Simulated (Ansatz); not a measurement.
Cost and result for the atomization energy of `C[S][Sn][Br]` (7 atoms, 6 bonds).

```xyz
7

C    -0.369   -0.872    0.315
S    -0.511   -0.263   -1.385
Sn    0.546    1.889   -1.625
Br    1.377    2.259    0.747
H     0.149   -0.154    0.950
H     0.181   -1.812    0.298
H    -1.373   -1.047    0.700
```

Charge 0, multiplicity 1. Correlated methods include outer-core shells of Br, Sn, which these sets cover unevenly. Scalar relativity is left out up to krypton. Sn takes the def2 core potential. The geometry is a stationary point of PBE0-D4/def2-TZVP. It is one conformer, not always the lowest. Program: Ansatz. All runs use 4 threads of an Intel Xeon Platinum 8488C on a shared host. Times are those of one run each, without the atoms' runs, and a repeat can differ threefold. Electronic energies, without spin–orbit coupling; frozen cores. CCSD(T)/CBS adds CCSD(T) − MP2 in def2-TZVPP to the MP2 limit, and its time is that of the two runs behind it. T1 = 0.014. With those shells the extrapolation isn't a true limit. HSE06 is the plane-wave form, built on full-range PBE exchange.

CCSD(T)/CBS is a level of theory with its own doubt, some kJ/mol a heavy atom from the limit and from the frozen cores, so smaller differences don't rank the functionals.

```tsv
level	functions	wall time	atomization (kJ/mol)	difference from CCSD(T)/CBS	per bond
revPBE-D4/def2-TZVPP	213	1.4 s	2252.8	-15.9	-2.6
BHLYP-D4/def2-TZVPP	213	2.3 s	2182.4	-86.3	-14.4
HSE06-D4/def2-TZVPP	213	2.6 s	2264.9	-3.8	-0.6
PBE0-D4/def2-TZVPP	213	3 s	2263.2	-5.5	-0.9
r2SCAN-D4/def2-TZVPP (with forces)	213	3 s	2269.0	0.3	0.1
r2SCANh-D4/def2-TZVPP	213	4 s	2251.0	-17.7	-2.9
PBE-QIDH/def2-TZVPP	213	4.1 s	2233.2	-35.5	-5.9
CCSD(T)/def2-SVP	105	4.6 s	2074.6	-194.1	-32.3
B97M-V/def2-TZVPP	213	6.5 s	2278.2	9.5	1.6
ωB97M-V/def2-TZVPP (with forces)	213	7.5 s	2244.9	-23.8	-4.0
MP2/def2-QZVPP	388	14 s	2268.0	-0.7	-0.1
CCSD(T)/def2-TZVPP	213	83 s	2178.8	-89.9	-15.0
CCSD(T)/CBS(def2)	–	97 s	2268.7	0.0	0.0
```

In def2-TZVPP, CCSD(T) changes the Hartree–Fock value by +590.4 kJ/mol (the triples alone add +48.2 kJ/mol) and MP2 by +627.0 kJ/mol; breaking electron pairs costs correlation energy, which Hartree–Fock lacks. Leaving LDA and LC-ωPBE aside and taking each functional with its dispersion term where it has one, the values, not all of them listed here, spread over 129.8 kJ/mol, from BHLYP-D4 to PBE-D4. LDA lies +310.4 kJ/mol from PBE without D4, its usual overbinding. From BLYP to BHLYP (50 % exact exchange), in def2-TZVPP and without D4, the atomization energy moves by −60.3 kJ/mol: exact exchange takes away binding that semilocal exchange gives to molecules.

Spin–orbit coupling would lower the free Sn atoms strongly, and the atomization energy with them, by more than many differences here. For some Ge, Se and Sn compounds the MP2-based and the directly extrapolated limit differ by 10 to 25 kJ/mol.
